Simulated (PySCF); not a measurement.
Compound: C6H8NS (doublet state).
Geometry (GFN2-xTB, Å), atoms numbered from 1 in this order:
```xyz
16
C6H8NS angstrom
C     -0.9573    1.9134    0.0362
C      0.0464    1.0668   -0.2136
C      0.1659   -0.2965    0.2477
C      1.4610   -0.8492    0.5008
C      2.6271   -0.1851    0.4966
C     -0.9713   -1.1261    0.4201
N     -2.1880   -0.7474   -0.0370
S     -0.8876   -2.6041    1.2266
H     -1.7878    1.6557    0.6716
H     -0.9411    2.9207   -0.3440
H      0.8925    1.4294   -0.7843
H      1.4695   -1.9059    0.7354
H      3.5513   -0.6983    0.6957
H      2.7011    0.8723    0.3080
H     -2.2610   -0.0089   -0.7182
H     -2.9281   -1.4277    0.0144
```

The hyperfine couplings belong to this conformer and change with its torsions.

The species is `C=C[C](C=C)C(N)=S` [radical].

Theory: PySCF, UKS B3LYP, pcH-1 on C H N S, non-relativistic, mean-field spin-orbit, GIAO. Isolated species at its GFN2-xTB geometry (one conformer only). The geometry wasn't refined by DFT: couplings that depend on bond lengths, twists or pyramidal angles can differ widely from those at the functional's own minimum. The frame is twisted about the C2–C3 bond at this geometry (dihedral H11–C2–C3–C4 = 28°); couplings at other torsion angles weren't computed. No stability test was run, so a lower SCF solution isn't excluded. ⟨S²⟩ is 0.781 where a pure state has 0.75.

Principal values of hyperfine tensors in MHz (contact, dipolar and spin–orbit terms together), for some of the nuclei:

```json
{"atom": "C3", "isotope": "13C", "A1": "5.10", "A2": "6.29", "A3": "129.36"}
{"atom": "C4", "isotope": "13C", "A1": "-54.27", "A2": "-26.42", "A3": "-22.18"}
{"atom": "C5", "isotope": "13C", "A1": "1.64", "A2": "2.69", "A3": "86.74"}
{"atom": "C2", "isotope": "13C", "A1": "-44.52", "A2": "-21.81", "A3": "-18.57"}
{"atom": "C6", "isotope": "13C", "A1": "-35.98", "A2": "-23.57", "A3": "-21.04"}
{"atom": "C1", "isotope": "13C", "A1": "5.55", "A2": "6.71", "A3": "63.83"}
{"atom": "H11", "isotope": "1H", "A1": "21.41", "A2": "22.87", "A3": "30.04"}
{"atom": "H13", "isotope": "1H", "A1": "-37.23", "A2": "-24.10", "A3": "-9.16"}
```

Problem. Split each tensor into its isotropic and traceless parts, and turn a_iso into mT with g = 2.0123.

Solution. a_iso = (A1 + A2 + A3)/3, Ti = Ai − a_iso; 1 mT corresponds to 28.164 MHz. The tensors hold a spin–orbit part: the run splits a_iso into a_FC + a_SO, and T includes its anisotropic share.

```json
{"atom": "C3", "a_iso (MHz)": "46.92", "a_FC": "47.25", "a_SO": "-0.33", "a_iso (mT)": "1.666", "T1": "-41.82", "T2": "-40.63", "T3": "82.44"}
{"atom": "C4", "a_iso (MHz)": "-34.29", "a_FC": "-34.30", "a_SO": "0.01", "a_iso (mT)": "-1.217", "T1": "-19.98", "T2": "7.87", "T3": "12.11"}
{"atom": "C5", "a_iso (MHz)": "30.35", "a_FC": "30.44", "a_SO": "-0.09", "a_iso (mT)": "1.078", "T1": "-28.72", "T2": "-27.67", "T3": "56.38"}
{"atom": "C2", "a_iso (MHz)": "-28.30", "a_FC": "-28.30", "a_SO": "0.00", "a_iso (mT)": "-1.005", "T1": "-16.22", "T2": "6.49", "T3": "9.73"}
{"atom": "C6", "a_iso (MHz)": "-26.86", "a_FC": "-27.05", "a_SO": "0.19", "a_iso (mT)": "-0.954", "T1": "-9.11", "T2": "3.29", "T3": "5.82"}
{"atom": "C1", "a_iso (MHz)": "25.36", "a_FC": "25.37", "a_SO": "-0.01", "a_iso (mT)": "0.901", "T1": "-19.81", "T2": "-18.66", "T3": "38.47"}
{"atom": "H11", "a_iso (MHz)": "24.77", "a_FC": "24.77", "a_SO": "0.00", "a_iso (mT)": "0.880", "T1": "-3.37", "T2": "-1.90", "T3": "5.27"}
{"atom": "H13", "a_iso (MHz)": "-23.50", "a_FC": "-23.49", "a_SO": "0.00", "a_iso (mT)": "-0.834", "T1": "-13.74", "T2": "-0.61", "T3": "14.34"}
```

Problem. What spin density at the nucleus of C1 lies behind its contact coupling (g_N = 1.40482)?

Solution. a_FC = (2μ0/3) gₑ μB g_N μN ρ(0)/(2S·h) = 800.24 MHz × g_N × ρ(0)/(2S), with ρ in bohr⁻³. With a_FC = 25.37 MHz and 2S = 1, ρ(0) = 0.02257 bohr⁻³.

Problem. H14 (1H, g_N = 5.58569) isn't in the table. Its spin density at the nucleus is -0.005 bohr⁻³. What is its contact coupling?

Solution. By the same relation, a_FC = -22.3 MHz. Its full tensor has the principal values -34.18, -23.58, -9.30 MHz.

Problem. Which nucleus of the table has the largest anisotropic coupling, and what is its form?

Solution. C3: -41.8, -40.6, 82.4 MHz (the dipolar term alone has -41.2, -40.9, 82.1), axial, in the ratio −1:−1:+2, the form that spin in one p orbital centred on that nucleus gives.

Problem. What first-order splitting does C3 cause when the field lies along A1, A2 or A3 of its tensor (g taken as isotropic, no quadrupole term)?

Solution. 2 lines (I = 1/2), spaced by |A_i|/(g × 13.996): 0.18, 0.22, 4.59 mT along the axes of A1, A2 and A3.
